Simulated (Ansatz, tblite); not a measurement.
Adding an electron: Si₉⁺ (the lowest doublet isomer of a short search). The state is a doublet with charge 1. Geometry: PBE-D4/def2-SVP. Ansatz, gas phase; energy differences of separate SCF runs; the reduced species is a singlet (the triplet lies 0.42 eV higher at PBE0-D4/def2-TZVP).

```xyz
9

Si    1.209   -1.709   -0.487
Si   -0.954    1.747   -2.839
Si    0.151   -1.424    1.854
Si    0.788    0.658    0.633
Si   -1.176    1.633   -0.465
Si   -1.298   -1.016   -0.112
Si    2.528   -0.708    1.453
Si   -1.541    0.710    1.737
Si    0.295    0.109   -1.773
```

The xTB rows come from tblite. At PBE0-D4/def2-TZVP a quartet of charge 1 lies 0.17 eV below the doublet, each at its own geometry. The structure comes from a short search, and lower isomers may exist.

```csv
level,−HOMO (eV),−LUMO (eV),vertical EA (eV),HOMO–LUMO gap (eV)
GFN1-xTB,–,–,10.25,–
GFN2-xTB,–,–,7.26,–
PBE-D4/def2-TZVP,9.07,8.54,6.62,0.53
r2SCAN-D4/def2-TZVP,9.30,8.46,6.64,0.83
PBE0-D4/def2-TZVP,9.76,7.91,6.63,1.85
```

  HOMO and LUMO are the levels of the spin that leaves or enters (xTB has no such levels and no spin-polarisation term). Other spin states of the ions may lie lower, which would lower the ionisation energy or raise the affinity. Raw xTB energy differences between charge states are shifted by several eV; the methods need an empirical correction for them.
